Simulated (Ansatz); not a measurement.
`O/C(F)=[CH]\[GeH3]` → `[GeH2]` + `C=C(O)F` at 400 K and 1 bar (germylene formation by 1,1-elimination).

Calculated with Ansatz (gas phase, PBE0-D4/def2-TZVP geometries, no zero-point term in ΔE). CBS: MP2 limit from def2 TZ/QZ plus the TZ coupled-cluster correction, frozen cores. For Ge outer-core shells are correlated without core-valence functions, which leaves a few kJ/mol of doubt a bond. Scalar relativity is left out up to krypton. One conformer a species, not always the lowest.

```json
{"species": "`O/C(F)=[CH]\\[GeH3]`", "CCSD(T)/CBS energy (Eh)": "-2330.15381", "H − E (kJ/mol)": "196.9", "S (J/(mol·K))": "395.0"}
{"species": "`[GeH2]`", "CCSD(T)/CBS energy (Eh)": "-2077.24753", "H − E (kJ/mol)": "42.4", "S (J/(mol·K))": "231.0"}
{"species": "`C=C(O)F`", "CCSD(T)/CBS energy (Eh)": "-252.84296", "H − E (kJ/mol)": "149.4", "S (J/(mol·K))": "306.1"}
```

H − E and S are ideal-gas, rigid-rotor, harmonic terms from PBE0-D4/def2-TZVP, for one conformer and one mirror image of each species. 1 Eh = 2625.50 kJ/mol, R = 8.31446 J/(mol·K).

Q: By hand: ΔE, ΔH, ΔS and ΔG.

A: ΔE = (-2077.24753) + (-252.84296) − (-2330.15381) = 0.06332 Eh = 166.2 kJ/mol. Δ(H − E) = 42.4 + 149.4 − 196.9 = -5.1, so ΔH = 161.1 kJ/mol. ΔS = 231.0 + 306.1 − 395.0 = 142.1 J/(mol·K). ΔG = 161.1 − 400 × (142.1)/1000 = 104.3 kJ/mol.

Q: By hand: the equilibrium constant, and the temperature at which ΔG would vanish if ΔH and ΔS stayed fixed.

A: log₁₀ K = −ΔG/(RT ln 10) = -13.6. ΔG = 0 at ΔH/ΔS = 1134 K.

The number of gas molecules changes by +1, which sets the sign of ΔS. A doubt of 5 kJ/mol in ΔE shifts log₁₀ K by 0.7 here. Other conformers and mirror images would add mixing entropy, several J/(mol·K) or more a flexible species. Modes under 60 cm⁻¹, often nearly free rotors, make the harmonic entropy too high. These are equilibria of isolated gas molecules and say nothing of rates. Largest T1 diagnostic: 0.012 (customary marks: 0.02 for closed shells, 0.045 for open ones).
